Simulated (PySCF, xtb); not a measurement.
Mo(O)(S)(Cl)(SH) (ClHMoOS2), SMILES [O]=[Mo](=[S])([Cl])[SH], multiplicity 1. The values are those of a single conformer.

Harmonic wavenumbers (cm⁻¹) from GFN2-xTB (xtb) at its own minimum, in rising order: 99, 123, 130, 155, 188, 246, 316, 357, 518, 538, 926, 2321.

Question: What does PBE-D3(BJ)/def2-SVP (PySCF) give at its own minimum? (An estimate is asked for; the answer gives what the named calculation found.)

Answer: 115, 141, 144, 193, 253, 306, 387, 418, 546, 579, 1001, 2598. Paired by order, the mean absolute difference is 64 cm⁻¹ and the zero-point energies are 8.5 and 9.6 kcal/mol.
